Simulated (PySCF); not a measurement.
## Mayer bond orders and bond lengths

Species: C5H15ClSi2.
SMILES with atom numbers: `[CH3:1][CH:2]([CH3:3])[Si@H:4]([CH3:5])[SiH2:6][CH2:7][Cl:8]` (hydrogens: H9, H10, H11 on C1; H12 on C2; H13, H14, H15 on C3; H16 on Si4; H17, H18, H19 on C5; H20, H21 on Si6; H22, H23 on C7)

Cartesian coordinates in Å at the GFN2-xTB level; atoms count from 1:
```xyz
23
C5H15ClSi2 angstrom
C     -2.0424   -0.9505   -0.4952
C     -1.4962   -0.1449    0.6801
C     -2.4310    1.0191    0.9934
Si     0.3044    0.4471    0.3608
C      0.3222    1.7726   -1.0094
Si     1.6036   -1.3922   -0.2220
C      3.4355   -1.0338    0.2101
Cl     3.9392    0.4639   -0.6188
H     -3.0475   -1.3114   -0.2787
H     -2.0946   -0.3353   -1.3912
H     -1.4094   -1.8110   -0.7060
H     -1.4847   -0.8051    1.5544
H     -2.5155    1.6808    0.1343
H     -2.0612    1.5973    1.8371
H     -3.4298    0.6597    1.2396
H      0.7545    1.1020    1.6102
H      1.3339    2.1286   -1.1790
H     -0.0463    1.3777   -1.9528
H     -0.2876    2.6336   -0.7494
H      1.6166   -1.7422   -1.6493
H      1.3189   -2.6484    0.4922
H      3.5972   -0.8669    1.2722
H      4.1156   -1.8136   -0.1226
```

Bond orders from the PBE0/pcSseg-1 density (PySCF). Geometry: GFN2-xTB, one conformer, isolated molecule.

How far do the computed orders between heavy atoms stray from the drawn ones?

The largest departure is 0.147, at Si6–C7 (drawn single, 0.853). Drawn single, order below 0.88: C2–Si4 (0.871) and Si6–C7 (0.853).

Set the Mayer orders of the bonds between heavy atoms beside their lengths.

| bond | drawn as | length (Å) | Mayer order |
| --- | --- | --- | --- |
| C1–C2 | single | 1.526 | 1.026 |
| C2–C3 | single | 1.525 | 1.034 |
| C2–Si4 | single | 1.922 | 0.871 |
| Si4–C5 | single | 1.906 | 0.958 |
| Si4–Si6 | single | 2.326 | 0.907 |
| Si6–C7 | single | 1.916 | 0.853 |
| C7–Cl8 | single | 1.784 | 0.945 |

By pair of heavy elements: C–C: all 2 within 0.02 of one another (1.026 to 1.034). C–Si: lowest Si6–C7 (0.853, 1.916 Å), highest Si4–C5 (0.958, 1.906 Å).

And the bonds to hydrogen?

C–H: 0.94 to 0.96 (12 bonds); H–Si: 0.93 to 0.95 (3 bonds).

Sum the orders of all bonds at each heavy atom with more than one neighbour and set the sums beside the valence in the SMILES.

C1 3.911 (drawn 4), C2 3.867 (drawn 4), C3 3.927 (drawn 4), Si4 3.685 (drawn 4), C5 3.817 (drawn 4), Si6 3.628 (drawn 4), C7 3.675 (drawn 4). Orders between atoms that aren't bonded are not in these sums.

The Mayer order sums products of elements of PS (density times overlap matrix) between the two atoms' basis functions, so it depends on the basis set.

The run behind these numbers computed NMR shieldings as well. Time: 92 s; peak memory 1.1 GiB. Hardware: one thread, Arm Neoverse N1 (aarch64), no GPU (shared host).
